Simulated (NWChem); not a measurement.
System: CH₅AlO₂; SMILES [CH3][Al]([OH])[OH]

Parts of the log:

```
             Northwest Computational Chemistry Package (NWChem) 7.3.0
             --------------------------------------------------------

 C1  symmetry detected

                             Geometry "geometry" -> ""
                             -------------------------

 Output coordinates in angstroms (scale by  1.889725989 to convert to a.u.)

  No.       Tag          Charge          X              Y              Z
 ---- ---------------- ---------- -------------- -------------- --------------
    1 Al                  13.0000    -0.00140882     0.04878450     0.00113450
    2 C                    6.0000    -0.04632435    -1.88579426     0.00020677
    3 H                    1.0000     0.40445875    -2.28535053    -0.92296305
    4 H                    1.0000    -1.07408533    -2.27210723     0.07183271
    5 H                    1.0000     0.53612265    -2.29506656     0.84129826
    6 O                    8.0000    -1.47253228     0.90987586     0.00009072
    7 H                    1.0000    -1.60654979     1.85737991    -0.00369047
    8 O                    8.0000     1.51399325     0.82879098     0.00011680
    9 H                    1.0000     1.70462685     1.76637675    -0.00412665

 Effective nuclear repulsion energy (a.u.)     157.6780933869

  xc_inp: hfexch multiplicative factor not found.

                                 NWChem DFT Module
                                 -----------------

 Summary of "ao basis" -> "ao basis" (spherical)
 ------------------------------------------------------------------------------
       Tag                 Description            Shells   Functions and Types
 ---------------- ------------------------------  ------  ---------------------
 Al                          3-21g                   7       13   4s3p
 C                           3-21g                   5        9   3s2p
 H                           3-21g                   2        2   2s
 O                           3-21g                   5        9   3s2p

            General Information
            -------------------
          SCF calculation type: DFT
          Wavefunction type:  closed shell.
          No. of atoms     :     9
          No. of electrons :    40
           Alpha electrons :    20
            Beta electrons :    20
          Charge           :     0
          Spin multiplicity:     1
          Use of symmetry is: off; symmetry adaption is: off
          Maximum number of iterations: 150
          AO basis - number of functions:    50
                     number of shells:    32
          Convergence on energy requested:  1.00D-06
          Convergence on density requested:  1.00D-05
          Convergence on gradient requested:  5.00D-04

              XC Information
              --------------
                     Hartree-Fock (Exact) Exchange  1.000

      Superposition of Atomic Density Guess
      -------------------------------------

 Sum of atomic energies:        -429.23772551

      Non-variational initial energy
      ------------------------------

 Total energy =    -430.391792
 1-e energy   =    -906.250594
 2-e energy   =     318.180708
 HOMO         =      -0.390552
 LUMO         =      -0.003089

   convergence    iter        energy       DeltaE   RMS-Dens  Diis-err
 ---------------- ----- ----------------- --------- --------- ---------
 d= 0,ls=0.0,diis     1   -430.0746272181 -5.88D+02  1.41D-02  9.58D-01
 d= 0,ls=0.0,diis     2   -430.1493015827 -7.47D-02  4.42D-03  3.15D-01
 d= 0,ls=0.0,diis     3   -430.1739975937 -2.47D-02  1.35D-03  1.93D-03
 d= 0,ls=0.0,diis     4   -430.1745389796 -5.41D-04  2.71D-04  8.97D-05
 d= 0,ls=0.0,diis     5   -430.1745610419 -2.21D-05  9.15D-05  9.16D-06
  Resetting Diis
 d= 0,ls=0.0,diis     6   -430.1745634215 -2.38D-06  2.71D-05  3.87D-07
 d= 0,ls=0.0,diis     7   -430.1745635778 -1.56D-07  3.15D-06  1.35D-08

         Total DFT energy =     -430.174563577791
      One electron energy =     -910.581201904480
           Coulomb energy =      364.460715118121
    Exchange-Corr. energy =      -41.732170178355
 Nuclear repulsion energy =      157.678093386923

 Numeric. integr. density =        0.000000000000

                       DFT Final Molecular Orbital Analysis
                       ------------------------------------

 Vector   18  Occ=2.000000D+00  E=-4.588280D-01
              MO Center=  1.8D-02,  8.2D-01,  3.9D-03, r^2= 3.1D+00
   Bfn.  Coefficient  Atom+Function         Bfn.  Coefficient  Atom+Function
  ----- ------------  ---------------      ----- ------------  ---------------
    35      0.424315  6 O  px                46      0.416334  8 O  px
    31      0.328826  6 O  px                42      0.321853  8 O  px
    47     -0.149764  8 O  py                43     -0.130608  8 O  py
    36      0.126155  6 O  py                11      0.117799  1 Al px
    32      0.112385  6 O  py                34     -0.069735  6 O  s

 Vector   19  Occ=2.000000D+00  E=-4.573395D-01
              MO Center=  2.1D-03,  8.7D-01, -3.3D-03, r^2= 2.8D+00
   Bfn.  Coefficient  Atom+Function         Bfn.  Coefficient  Atom+Function
  ----- ------------  ---------------      ----- ------------  ---------------
    37      0.463660  6 O  pz                48     -0.458641  8 O  pz
    33      0.355244  6 O  pz                44     -0.351051  8 O  pz

 Vector   20  Occ=2.000000D+00  E=-4.263117D-01
              MO Center= -3.8D-02, -1.4D+00,  1.3D-03, r^2= 1.8D+00
   Bfn.  Coefficient  Atom+Function         Bfn.  Coefficient  Atom+Function
  ----- ------------  ---------------      ----- ------------  ---------------
    21      0.450124  2 C  py                17      0.369959  2 C  py
     8     -0.203127  1 Al py                19      0.196990  2 C  s
     6      0.162447  1 Al s                  2     -0.127482  1 Al s
     4      0.127218  1 Al py                34     -0.098023  6 O  s
    45     -0.098416  8 O  s                 26     -0.084190  4 H  s

 Vector   21  Occ=0.000000D+00  E= 1.296327D-01
              MO Center= -1.6D-02,  1.1D-01,  2.0D-02, r^2= 5.0D+00
   Bfn.  Coefficient  Atom+Function         Bfn.  Coefficient  Atom+Function
  ----- ------------  ---------------      ----- ------------  ---------------
    13      0.951464  1 Al pz                37     -0.249781  6 O  pz
    48     -0.248361  8 O  pz                24      0.203661  3 H  s
    28     -0.189690  5 H  s                  9      0.159878  1 Al pz
    33     -0.142817  6 O  pz                44     -0.141002  8 O  pz
     5     -0.113617  1 Al pz                23      0.059297  3 H  s

 Vector   22  Occ=0.000000D+00  E= 1.361831D-01
              MO Center=  1.8D-02,  6.9D-01, -1.5D-02, r^2= 4.8D+00
   Bfn.  Coefficient  Atom+Function         Bfn.  Coefficient  Atom+Function
  ----- ------------  ---------------      ----- ------------  ---------------
    10      1.429040  1 Al s                 19     -0.551299  2 C  s
    34     -0.462073  6 O  s                 45     -0.459383  8 O  s
    12      0.413266  1 Al py                 6     -0.284083  1 Al s
    21     -0.206565  2 C  py                 2     -0.166832  1 Al s
    24      0.142219  3 H  s                 28      0.135948  5 H  s

[...]

                                NWChem TDDFT Module
                                -------------------

            General Information
            -------------------
           No. of orbitals :     100
            Alpha orbitals :      50
             Beta orbitals :      50
        Alpha frozen cores :       0
         Beta frozen cores :       0
     Alpha frozen virtuals :       0
      Beta frozen virtuals :       0
         Spin multiplicity :       1
    Number of AO functions :      50
        Use of symmetry is : off
      Symmetry adaption is : off
         Schwarz screening :  0.10D-07

              XC Information
              --------------
              Hartree-Fock (Exact) Exchange   1.00

             TDDFT Information
             -----------------
          Calculation type : CIS
         Wavefunction type : Restricted singlets
          No. of electrons :      40
           Alpha electrons :      20
            Beta electrons :      20
              No. of roots :       6
          Max subspacesize :    5200
            Max iterations :     100
               Target root :       1
           Target symmetry : none
      Symmetry restriction : off
                 Algorithm : Optimal
        Davidson threshold :  0.10D-03

    6 smallest eigenvalue differences (eV)
--------------------------------------------------------
  No. Spin  Occ  Vir  Irrep   E(Occ)    E(Vir)   E(Diff)
--------------------------------------------------------
    1    1   20   21 a        -0.426     0.130    15.128
    2    1   20   22 a        -0.426     0.136    15.306
    3    1   19   21 a        -0.457     0.130    15.972
    4    1   18   21 a        -0.459     0.130    16.013
    5    1   19   22 a        -0.457     0.136    16.151
    6    1   18   22 a        -0.459     0.136    16.191
--------------------------------------------------------

  Entering Davidson iterations
  Restricted singlet excited states

  Iter   NTrls   NConv    DeltaV     DeltaE      Time
  ----  ------  ------  ---------  ---------  ---------
    1      6       0     0.17E+00   0.10+100        1.0
    2     12       0     0.72E-01   0.32E-01        1.0
    3     18       0     0.24E-01   0.76E-02        1.0
    4     24       0     0.11E+00   0.16E-01        1.0
    5     30       0     0.79E-01   0.14E-01        1.0
    6     36       0     0.28E-01   0.33E-02        1.0
    7     42       1     0.80E-02   0.27E-03        1.0
    8     47       1     0.29E-02   0.55E-04        1.0
    9     52       3     0.15E-02   0.56E-05        1.0
   10     55       3     0.75E-03   0.11E-05        1.0
   11     58       4     0.31E-03   0.26E-06        1.0
   12     60       5     0.12E-03   0.41E-07        0.9
   13     61       6     0.35E-04   0.44E-08        0.8
  ----  ------  ------  ---------  ---------  ---------
  Convergence criterion met

  Ground state a        -430.174563577791 a.u.

  ----------------------------------------------------------------------------
  Root   1 singlet a              0.314473365 a.u.                8.5573 eV
  ----------------------------------------------------------------------------
     Transition Moments    X  0.00196   Y -0.00027   Z  0.00692
     Dipole Oscillator Strength                    0.0000108545
     Electric Quadrupole                           0.0000002412
     Magnetic Dipole                               0.0000025393
     Total Oscillator Strength                     0.0000136350

     Occ.   17  a   ---  Virt.   24  a        0.28689
     Occ.   17  a   ---  Virt.   26  a        0.05477
     Occ.   17  a   ---  Virt.   27  a       -0.08217
     Occ.   17  a   ---  Virt.   28  a        0.11154
     Occ.   19  a   ---  Virt.   22  a       -0.91196
     Occ.   19  a   ---  Virt.   23  a       -0.18153
     Occ.   19  a   ---  Virt.   27  a       -0.07178
     Occ.   19  a   ---  Virt.   29  a       -0.05976
     Occ.   19  a   ---  Virt.   31  a       -0.05032
     Occ.   19  a   ---  Virt.   32  a       -0.09499
  ----------------------------------------------------------------------------
  Root   2 singlet a              0.327637203 a.u.                8.9155 eV
  ----------------------------------------------------------------------------
     Transition Moments    X  0.40717   Y -0.00876   Z -0.00005
     Dipole Oscillator Strength                    0.0362287703
     Electric Quadrupole                           0.0000000008
     Magnetic Dipole                               0.0000041777
     Total Oscillator Strength                     0.0362329488

     Occ.   16  a   ---  Virt.   24  a        0.26508
     Occ.   16  a   ---  Virt.   27  a       -0.06612
     Occ.   16  a   ---  Virt.   28  a        0.08979
     Occ.   18  a   ---  Virt.   22  a       -0.85456
     Occ.   18  a   ---  Virt.   23  a       -0.14493
     Occ.   18  a   ---  Virt.   27  a       -0.07000
     Occ.   18  a   ---  Virt.   29  a       -0.05910
     Occ.   18  a   ---  Virt.   32  a       -0.08436
     Occ.   19  a   ---  Virt.   21  a        0.36639
  ----------------------------------------------------------------------------
  Root   3 singlet a              0.335425235 a.u.                9.1274 eV
  ----------------------------------------------------------------------------
     Transition Moments    X -0.00002   Y -0.00513   Z  0.10522
     Dipole Oscillator Strength                    0.0024817105
     Electric Quadrupole                           0.0000004150
     Magnetic Dipole                               0.0000037880
     Total Oscillator Strength                     0.0024859135

     Occ.   14  a   ---  Virt.   22  a       -0.07381
     Occ.   17  a   ---  Virt.   22  a       -0.61119
     Occ.   17  a   ---  Virt.   23  a       -0.10523
     Occ.   17  a   ---  Virt.   27  a       -0.07169
     Occ.   17  a   ---  Virt.   29  a       -0.05726
     Occ.   17  a   ---  Virt.   32  a       -0.05612
     Occ.   19  a   ---  Virt.   24  a        0.30970
     Occ.   19  a   ---  Virt.   26  a        0.05762
     Occ.   19  a   ---  Virt.   27  a       -0.08546
     Occ.   19  a   ---  Virt.   28  a        0.11572
     Occ.   20  a   ---  Virt.   21  a        0.67066
     Occ.   20  a   ---  Virt.   25  a        0.10437
     Occ.   20  a   ---  Virt.   30  a        0.07640
  ----------------------------------------------------------------------------
  Root   4 singlet a              0.347486352 a.u.                9.4556 eV
  ----------------------------------------------------------------------------
     Transition Moments    X -0.00255   Y  0.42979   Z  0.81990
     Dipole Oscillator Strength                    0.1985218533
     Electric Quadrupole                           0.0000003638
     Magnetic Dipole                               0.0000000618
     Total Oscillator Strength                     0.1985222789

     Occ.   14  a   ---  Virt.   22  a       -0.06607
     Occ.   14  a   ---  Virt.   23  a       -0.05776
     Occ.   16  a   ---  Virt.   21  a        0.08762
     Occ.   16  a   ---  Virt.   22  a        0.05267
     Occ.   17  a   ---  Virt.   21  a       -0.05420
     Occ.   17  a   ---  Virt.   22  a       -0.50658
     Occ.   17  a   ---  Virt.   23  a       -0.11159
     Occ.   17  a   ---  Virt.   27  a       -0.08733
     Occ.   17  a   ---  Virt.   28  a       -0.05397
     Occ.   17  a   ---  Virt.   32  a       -0.05440
     Occ.   18  a   ---  Virt.   21  a        0.09673
     Occ.   19  a   ---  Virt.   24  a        0.26528
     Occ.   19  a   ---  Virt.   26  a        0.05979
     Occ.   19  a   ---  Virt.   27  a       -0.08731
     Occ.   19  a   ---  Virt.   28  a        0.12015
     Occ.   20  a   ---  Virt.   21  a       -0.64605
     Occ.   20  a   ---  Virt.   22  a       -0.33677
     Occ.   20  a   ---  Virt.   23  a        0.18665
     Occ.   20  a   ---  Virt.   25  a       -0.05326
     Occ.   20  a   ---  Virt.   30  a       -0.06846
  ----------------------------------------------------------------------------
  Root   5 singlet a              0.347611069 a.u.                9.4590 eV
  ----------------------------------------------------------------------------
     Transition Moments    X  0.00598   Y -0.96280   Z  0.34804
     Dipole Oscillator Strength                    0.2428994921
     Electric Quadrupole                           0.0000016647
     Magnetic Dipole                               0.0000000192
     Total Oscillator Strength                     0.2429011760

[...]
```

Level: Hartree-Fock/3-21G, CIS. STO-3G and 3-21G are far too small for this property and stand as cheap habits. Structure relaxed at the PBE0/def2-SVP level.

Problem. Reconstruct the input file.

Solution. This is not unique; one that fits is the input that was run:
```
start job
memory heap 200 mb stack 900 mb global 1100 mb
geometry units angstroms noautoz
  Al    -0.007806    -0.043943     0.001563
  C     -0.187187    -1.970711     0.000684
  H      0.235574    -2.400761    -0.922042
  H     -1.239398    -2.284586     0.071360
  H      0.364591    -2.419414     0.842343
  O     -1.415464     0.917398    -0.000907
  H     -1.483242     1.871929    -0.004859
  O      1.558185     0.628758     0.001936
  H      1.813582     1.550811    -0.002172
end
basis spherical
  Al library 3-21g
  C library 3-21g
  H library 3-21g
  O library 3-21g
end
dft
  xc hfexch
  iterations 150
end
tddft
  cis
  nroots 6
  notriplet
end
task tddft energy
```
